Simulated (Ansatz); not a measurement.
A nudged elastic band was laid between two geometries of a periodic cell of 13 atoms, Mg12F (surface Mg(0001), adsorbate F).

Theory: DFT PBEsol, scalar-relativistic, plane waves, PAW in Ansatz 0.2.0. Settings: cutoff 420 eV, k mesh 4x4x1, gaussian smearing 0.1 eV, no spin polarisation.

| Quantity | Value |
| --- | --- |
| movable images | 3 |
| climbing image | yes |
| spring | 5.0 eV/Å² |
| optimiser | fire |
| start path | default |
| force threshold | 0.05 eV/Å |
| iteration limit | 50 |
| end points | relaxed |
| atoms held | 1 to 4 |
| largest step | 0.5 Å |

First end point:

```xyz
13
Lattice="6.4200 0.0000 0.0000 3.2100 5.5599 0.0000 0.0000 0.0000 18.2130" Properties=species:S:1:pos:R:3
Mg 0.000 0.000 1.000
Mg 3.210 0.000 1.000
Mg 1.605 2.780 1.000
Mg 4.815 2.780 1.000
Mg 0.005 1.851 3.548
Mg 3.209 1.852 3.549
Mg 1.606 4.633 3.510
Mg 4.815 4.636 3.548
Mg 0.031 0.018 6.167
Mg 3.178 0.019 6.164
Mg 1.605 2.744 6.167
Mg 4.816 2.779 6.023
F 8.024 4.633 6.960
```

Last end point:

Only the atoms that move by more than 0.05 Å are listed.
```
Mg9 0.001 0.000 6.023
Mg10 3.210 -0.036 6.167
Mg11 1.573 2.799 6.164
Mg12 4.846 2.797 6.167
F13 9.629 1.853 6.960
```

**Question.** Which bonds break or form, and what moves?

**Answer.** Contacts lost: Mg9–F13. Contacts made: Mg12–F13. The atom that moves furthest is F13, by 3.21 Å; four of its nearest neighbours are Mg11 2.05, Mg9 2.05, Mg10 2.05, Mg7 3.45 Å at the first end and Mg10 2.05, Mg12 2.05, Mg11 2.05, Mg6 3.45 Å at the last.

**Question.** Give the energies along the band, and the barrier.

**Answer.** The forces met the threshold. The highest image is number 1 of 0 to 4, 0.195 eV above the ends, which have the same energy within 2 meV. The profile has 2 maxima (images 1, 3) with wells between them (image 2): this band takes more than one step, which may be the mechanism or a detour left from its start path. The order of the stationary point at the top wasn't checked. Limits of this set-up: coarse k mesh, thin slab, slab without dipole correction, odd electron count without spin.

```tsv
image	path coordinate (Å)	energy (eV)	Mg9–F13 (Å)	Mg12–F13 (Å)
0	0.00	0.000	2.05	3.82
1	0.99	0.195	1.94	3.11
2	1.94	0.023	2.08	2.03
3	2.88	0.194	3.16	1.94
4	3.83	0.000	3.82	2.05
```

**Question.** What is the geometry of the highest image?

**Answer.** 
```xyz
13
Lattice="6.4200 0.0000 0.0000 3.2100 5.5599 0.0000 0.0000 0.0000 18.2130" Properties=species:S:1:pos:R:3
Mg 0.000 0.000 1.000
Mg 3.210 0.000 1.000
Mg 1.605 2.780 1.000
Mg 4.815 2.780 1.000
Mg 0.014 1.812 3.513
Mg 3.200 1.842 3.523
Mg 1.578 4.618 3.534
Mg 4.789 4.593 3.527
Mg -0.012 -0.069 6.165
Mg 3.111 -0.022 6.024
Mg 1.579 2.686 6.147
Mg 4.852 2.672 6.013
F 8.779 4.096 7.216
```

Time of the run: 12 min on 4 threads of Intel(R) Xeon(R) Platinum 8488C (Sapphire Rapids), on a shared host, peak memory 2.6 GiB.
